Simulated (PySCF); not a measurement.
The vertical singlet excitations below were computed for one of the candidates. Level of theory: TDDFT CAM-B3LYP/def2-SVPD, vertical, gas phase, core orbitals frozen in the response (PySCF 2.14.0, density-fitted response routines). Geometries: PBE0-D3(BJ)/def2-SVP, one conformer each. Atoms past krypton carry core potentials; spin–orbit coupling is left out.

| state | E (eV) | λ (nm) | f |
| --- | --- | --- | --- |
| S1 | 5.12 | 242.3 | 0.0012 |
| S2 | 5.42 | 228.6 | 0.0000 |
| S3 | 8.38 | 148.0 | 0.112 |
| S4 | 8.48 | 146.2 | 0.097 |
| S5 | 8.50 | 145.8 | 0.123 |
| S6 | 8.77 | 141.4 | 0.135 |
| S7 | 8.80 | 140.9 | 0.0047 |
| S8 | 8.98 | 138.0 | 0.162 |
| S9 | 9.06 | 136.9 | 0.012 |
| S10 | 9.37 | 132.4 | 0.0008 |
| S11 | 9.47 | 131.0 | 0.059 |
| S12 | 9.72 | 127.5 | 0.135 |
| S13 | 9.73 | 127.4 | 0.518 |
| S14 | 9.94 | 124.7 | 0.018 |
| S15 | 10.07 | 123.2 | 0.112 |

Task: Which candidate is it?
A. `F[C](F)(F)[GeH3]`
B. `F[C](F)(F)[GaH2]`
C. `F[CH](F)[GeH3]`
D. `[F][Sn]([CH3])([F])[F]`

Result: B. Its S1, at 5.12 eV, is the lowest among the candidates; the nearest of the others has S1 at 7.48 eV. S1 is HOMO→LUMO (99%). Löwdin shares by element: HOMO carbon 26%, fluorine 25% or more, gallium 24% (atoms not listed hold the other 26%); LUMO gallium 64%, hydrogen 19%, carbon 8%. At the same level the other candidates give, for their lowest levels:
- `F[C](F)(F)[GeH3]`: 8.72 eV (f 0.005); 8.98 eV (f 0.002 summed over 2 states); 9.28 eV (f 0.329); 9.29 eV (f 0.043 summed over 2 states); 9.34 eV (f 0.346 summed over 2 states); T1 7.87 eV; HOMO -10.94, LUMO 0.71 eV
- `F[CH](F)[GeH3]`: 7.86 eV (f 0.030); 8.27 eV (f 0.026); 8.31 eV (f 0.003); 8.58 eV (f 0.249); 9.01 eV (f 0.038); T1 7.31 eV; HOMO -10.06, LUMO 0.87 eV
- `[CH3][Sn]([F])([F])[F]`: 7.48 eV (f 0.377); 7.70 eV (f 0.000); 7.84 eV (f 0.024 summed over 2 states); 8.08 eV (f 0.087 summed over 2 states); 8.81 eV (f 0.057); T1 6.00 eV; HOMO -11.80, LUMO -1.24 eV
Triplets come from the Tamm–Dancoff approximation.
